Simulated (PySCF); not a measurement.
C3H11BSi, SMILES CB(C)C[SiH3]. Atoms are numbered in the order given.

```xyz
16

Si     1.7985    -0.3044    -0.1170
C      0.2927    -0.1273     1.0102
B     -0.9634     0.1522     0.1206
C     -1.4145     1.6362    -0.1482
C     -1.7528    -1.0338    -0.5496
H      3.0374    -0.5310     0.6899
H      1.9949     0.9311    -0.9373
H      1.6281    -1.4603    -1.0508
H      0.2294    -1.0756     1.5701
H      0.5326     0.6965     1.7034
H     -1.9582     1.7792    -1.0947
H     -2.1316     1.8829     0.6596
H     -0.6030     2.3765    -0.0746
H     -2.8398    -0.8520    -0.5693
H     -1.4456    -1.0676    -1.6130
H     -1.5578    -2.0289    -0.1231
```
Charge 0, spin multiplicity 1.

Geometry: PBE0-D3(BJ)/def2-SVP. This is a generated structure with no PubChem entry under its InChIKey; it may be hypothetical. Other conformers were not sampled.

Two levels are set side by side: PBE/pcSseg-1 (PySCF) and PBE0/pcSseg-1 (PySCF). GIAO shifts against BF3 (¹¹B), TMS (²⁹Si), TMS (¹H), TMS (¹³C) at the same level; non-relativistic, no solvent, atoms listed together averaged. Differences are taken from unrounded values.

```tsv
quantity	PBE0
δ(²⁹Si) of Si1 (ppm)	-69.4
δ(¹³C) of C2 (ppm)	20.2
δ(¹¹B) of B3 (ppm)	72.4
δ(¹³C) of C4, C5 (ppm)	17.3
δ(¹H) of H9, H10 (ppm)	1.50
```

### Question
What does PBE give, and how far is it from PBE0? (The exact figures need the calculation; the answer reports its results.)

### Answer

```
quantity                  PBE  PBE minus PBE0
----------------------  -----  --------------
δ(²⁹Si) of Si1 (ppm)    -72.8            -3.4
δ(¹³C) of C2 (ppm)       21.8             1.6
δ(¹¹B) of B3 (ppm)       73.6             1.2
δ(¹³C) of C4, C5 (ppm)   17.7             0.4
δ(¹H) of H9, H10 (ppm)   1.63            0.13
```

Rough cost on one machine, each run with all the roots and properties that it gave: PBE0 against PBE within a factor of 2.
